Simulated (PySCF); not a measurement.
Checking a proposed structure

A compound C₆H₁₂O₃ gives the data below (simulated from a calculation) and was assigned the structure `CCOC(=O)OC(C)C`.

$^{13}$C{$^{1}$H} NMR (computed): δ 185.2 (C), 71.3 (CH), 70.7 (CH), 25.7 (CH3), 23.8 (CH3), 23.1 (CH3).

$^{1}$H NMR (300 MHz, computed): δ 5.19 (m, 1H), 4.33 (q, 1H), 2.67 (br s, 1H), 1.34 (d, 3H), 1.32 (d, 3H), 1.30 (d, 3H).

[PySCF 2.14.0 with density-fitted response routines: geometry: GFN2-xTB; GIAO PBE0/pcSseg-1 shieldings; a single conformation; relativity neglected; one averaged value for each set of equivalent atoms; gas phase]

References, each an isolated molecule treated in the same way: $^{1}$H and $^{13}$C against TMS.

Q: Compare with the shifts computed for the proposed structure, pairing carbons in order of shift.

A: Numbering as in the mapped SMILES `[CH3:1][CH2:2][O:3][C:4](=[O:5])[O:6][CH:7]([CH3:8])[CH3:9]`; H(Xn) means a hydrogen on atom n.

```csv
atom,computed for proposal,given list,difference
C4,162.1,185.2,-23.1
C7,71.7,71.3,+0.4
C2,65.6,70.7,-5.1
C8,24.4,25.7,-1.3
C9,24.4,23.8,+0.6
C1,16.6,23.1,-6.5
```

The rms difference is 10.0 ppm and the largest -23.1 ppm at C4 (carbonate carbon). The proposal also would give 5 carbon signals, not 6. The carbon types in order of shift don't match either: C, CH, CH2, CH3, CH3, CH3 for the proposal against C, CH, CH, CH3, CH3, CH3 in the data. The proposal doesn't fit.

Q: Which isomer fits?

A: isopropyl lactate (CC(C)OC(=O)[C@H](C)O).

Carbon types of the structure: 1 × C, 2 × CH, 3 × CH3, leaving 1 H on heteroatoms. δC 185.2: ester carbonyl carbon; lone-pair donation from the attached heteroatom keeps it upfield of a ketone carbonyl. δC 71.3: sp3 CH bonded to O; deshielded by the electronegative neighbour. δC 70.7: sp3 CH bonded to O, α to a carbonyl; the inductive effect lowers its shielding. δC 25.7, 23.8, 23.1: methyl carbon; a saturated carbon with 1 carbon neighbour and no heteroatom attached.

The data come from this structure; uniqueness wasn't tested.

OH/NH shifts are gas-phase values; hydrogen bonding in solution moves them, usually downfield. Shifts are as computed. Against solution values, carbons near 30 ppm lie about +3 ppm off and those near 130 ppm about +5 ppm. Of 1211 compounds with measured shifts, 218 miss one by over three times the rms of a fit or turn the order of signals round; such compounds aren't used in these exercises. Multiplicities follow the n + 1 count of equivalent neighbours, as no J values were calculated; m marks all less simple cases, F and P coupling included.
